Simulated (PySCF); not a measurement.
A TDDFT job was run through a driver script with this input:

```
{"job": {"kind": "uv", "xc": "PBE0", "basis": "def2-SVPD", "nstates": 8, "ntriplets": 3}, "charge": 0, "multiplicity": 1}
N     -2.330023     0.248803     0.134553
C     -0.966124     0.110270     0.040045
C     -0.404138    -1.062883    -0.470023
C      0.964390    -1.234804    -0.501103
C      1.786559    -0.229695    -0.021262
Br     3.680814    -0.461739    -0.065334
C      1.254909     0.942403     0.488578
C     -0.114227     1.109736     0.517072
H     -2.894078    -0.356152    -0.438414
H     -2.689449     1.180068     0.260219
H     -1.052174    -1.843054    -0.841678
H      1.391368    -2.143419    -0.897365
H      1.907198     1.718405     0.858619
H     -0.535702     2.021588     0.913928
```

Method used: TDDFT PBE0/def2-SVPD, vertical, gas phase, core orbitals frozen in the response in PySCF 2.14.0, density-fitted response routines. Job line and output are in the format of a driver script around the code.

Give the output without the SCF cycles.

```
converged SCF energy = -2860.0292955834

Static polarisability (au): isotropic 101.824, principal 60.843 96.080 148.548

Singlet excitations
state   eV       nm        f      main configurations
  1   4.5634    271.7   0.02978   H->L 0.93
  2   4.8668    254.8   0.00080   H->L+2 0.90
  3   5.3541    231.6   0.29233   H->L+1 0.83
  4   5.6057    221.2   0.01871   H->L+3 0.93
  5   6.2211    199.3   0.01109   H->L+4 0.78, H->L+5 0.18
  6   6.2212    199.3   0.00273   H->L+5 0.77, H->L+4 0.18
  7   6.4837    191.2   0.00077   H-1->L+2 0.89
  8   6.4944    190.9   0.00151   H-2->L 0.99

Triplet excitations (Tamm-Dancoff, eV): 3.7057 3.7545 4.5162
```

Isolated species at its GFN2-xTB geometry, gas phase. Relativistic effects, spin–orbit coupling among them, are left out although an element past zinc is present.

H and L stand for HOMO and LUMO.

Time: 84 s wall. Hardware: one thread, x86-64 server, shared host.

Shape of the structure used: `[NH2:1][c:2]1[cH:3][cH:4][c:5]([Br:6])[cH:7][cH:8]1`: H–N1–C2–C3 -20°, H–N1–C2–C3 -163°.
